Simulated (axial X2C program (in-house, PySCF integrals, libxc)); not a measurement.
# Worked dissociation energy of InAs: PBE0, spin-free

Calculated with an in-house relativistic program for diatomic molecules. Spin-free means the one-electron spin-free X2C Hamiltonian. Basis: In dyall-cv3z [11s12p9d4f1g], As dyall-cv3z [9s9p6d4f1g] (cores contracted in-house); Gaussian nuclei, density fitting, unrestricted open shells. Masses: In 114.904 u, As 74.922 u.

Molecular state: M_S = 1, Λ = 0 (beyond evenly filled blocks: π+α, π-α).

* E(In) (2M_S = 1, M_L = 0): -5880.662196 hartree
* E(As) (2M_S = 3, M_L = 0): -2260.515142 hartree
* E(InAs) at Re: -8141.245214 hartree
* ωe: 179.2 cm⁻¹
* ωexe: 0.417 cm⁻¹

Work out De and D0.

De = -5880.662196 + (-2260.515142) − (-8141.245214) = 0.06788 hartree = 1.847 eV. The zero-point energy is ωe/2 − ωexe/4 = 89 cm⁻¹ = 0.011 eV, so D0 = 1.836 eV.

The state is a single determinant with fixed occupations, the lowest that a limited PBE0 search found. De is counted from the lowest determinant-based energies of the atoms at the same level, without counterpoise correction. Other states lie close and PBE0, whose exact exchange favours high spin, may order them wrongly; the determinant shown need not be the ground state. The nearest other spin-free determinant of the search, M_S = 1, Λ = 1, lies 0.42 eV up at the distance of the search. Spin-free De lacks the spin–orbit lowering of the heavy p-block atom, a tenth of an eV or more for 4p and 5p, up to an eV for 6p and one to two eV for 7p atoms, less what an open-shell molecule gains itself.

Each atomic determinant is the lowest at this level and need not be a pure term. Totals compare only within one Hamiltonian and basis.
